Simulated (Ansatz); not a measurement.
Mulliken charges of AlBrHS, SMILES `[SH][Al][Br]` radical from r2SCAN/def2-TZVPP in Ansatz (PBE0-D4/def2-TZVP geometry).

```json
{"atom": "S1", "x (Å)": "0.335", "y (Å)": "1.032", "z (Å)": "-0.767", "charge (e)": "-0.239"}
{"atom": "Al2", "x (Å)": "-0.343", "y (Å)": "-0.500", "z (Å)": "0.649", "charge (e)": "0.352"}
{"atom": "Br3", "x (Å)": "0.370", "y (Å)": "-2.611", "z (Å)": "0.213", "charge (e)": "-0.230"}
{"atom": "H4", "x (Å)": "-0.306", "y (Å)": "2.019", "z (Å)": "-0.115", "charge (e)": "0.116"}
```

By hand: the dipole of these point charges (1 e Å = 4.8032 D).

Σ q r = (-0.321, 0.412, 0.349) e Å, of length 0.628 e Å = 3.02 D.

How does the dipole of the full density compare? (Estimate.)

The calculation gave: (-0.217, 0.291, 0.232) e Å, 2.07 D; the point charges give 1.46 times that, at 2° from its direction.

Point charges leave out the atoms' own dipoles, such as those of lone pairs, and Mulliken's split depends on the basis, so the two needn't agree.
